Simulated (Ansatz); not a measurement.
Ansatz results at the PBE0-D4/def2-TZVP geometry: LUMO energy (B3LYP/def2-TZVPP) -1.56 eV; HOMO energy (PBE0/def2-TZVPP) -6.22 eV; LUMO energy (PBE/def2-TZVPP) -2.35 eV.

Each molecule was computed in one conformer, which needn't be the lowest.

Q: Which molecule gave them?
A. `BCC=C=NC`
B. `NB1[SiH2]C1[AsH2]`
C. `OC(O)O[SiH3]`
D. `FC(F)=NP`

A: A. The others give `OC(O)O[SiH3]`: 0.07, -8.66, -0.53; `NB1[SiH2]C1[AsH2]`: -0.76, -6.25, -1.52; `FC(F)=NP`: -0.58, -7.55, -1.32.

B3LYP here is the variant with VWN-RPA as its local correlation; programs differ in this.
